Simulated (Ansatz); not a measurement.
Basis-set series for CH$_{3}$BN$_{2}$ (`NB1C=N1`). The species carries charge 0 and has multiplicity 1. All single points use the PBE0-D4/def2-TZVP geometry. It is one conformer, not always the lowest.

```
functional       basis  functions  energy (Eh)  HOMO (eV)  LUMO (eV)
   PBE0-D4    def2-SVP         71   -173.92887      -6.71      -0.20
   PBE0-D4  def2-QZVPP        318   -174.13473      -6.90      -0.57
   ωB97M-V    def2-SVP         71   -174.06877      -9.02       2.28
   ωB97M-V  def2-QZVPP        318   -174.28063      -9.22       1.60
```

Give the rows for def2-TZVPP. (Estimate.)

Computed: 
| functional | basis | functions | energy (Eh) | HOMO (eV) | LUMO (eV) |
| --- | --- | --- | --- | --- | --- |
| PBE0-D4 | def2-TZVPP | 166 | -174.12469 | -6.87 | -0.49 |
| ωB97M-V | def2-TZVPP | 166 | -174.27147 | -9.19 | 1.85 |

Positive LUMOs are unbound and depend on the basis.
